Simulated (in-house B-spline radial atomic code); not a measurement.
Configurations of Ar VI (Ar5+), with energies counted from [Ne] 3s2 3p1. Method: scalar-relativistic (X2C) LDA exchange-only, spin-polarised, spherical fractional occupations, Fermi nucleus of rms radius 3.4274 fm. Calculated with a radial B-spline atomic code at the basis-set limit. Shells without spins written out take the highest spin.

Occupations are held fixed; configurations that lie above the ionisation limit could autoionise.

```csv
configuration,E - E(ref) (eV),highest orbital,its <r> (bohr)
[Ne] 3s2 3d1,23.641,3d up,1.37
[Ne] 3s2 4s1,41.27,4s up,2.555
[Ne] 3s1 3p1 4s1,53.769,4s up,2.527
[Ne] 3s1 3p1 4p1,59.346,4p up,2.693
"[Ne] 3s(1 up, 0 down) 3p(0 up, 1 down) 4p(0 up, 1 down)",63.294,4p down,2.717
[Ne] 3s1 3p1 4d1,67.214,4d up,2.953
[He] 2s2 2p5 3s2 3p1 4d1,305.39,4d up,2.848
```

**Question.** Order these further configurations by energy, lowest first.
A. [Ne] 3s1 3p2
B. [He] 2s2 2p(3 up, 2 down) 3s2 3p(0 up, 1 down) 4s(1 up, 0 down)
C. [Ne] 3s1 3p1 3d1
D. [Ne] 3s2 4d1
E. [Ne] 3s(0 up, 1 down) 3p(1 up, 0 down) 4d(1 up, 0 down)

**Answer.** A (10.806 eV), C (34.599 eV), D (54.539 eV), E (71.086 eV), B (293.16 eV).

**Question.** How far above the reference does [Ne] 3s2 4p1 lie?

**Answer.** 46.765 eV; its least bound orbital is 4p up with <r> = 2.725 bohr.

**Question.** How far above the reference does [Ne] 3s(0 up, 1 down) 3p(0 up, 1 down) 4f(1 up, 0 down) lie?

**Answer.** 72.342 eV; its least bound orbital is 4f up with <r> = 2.941 bohr.
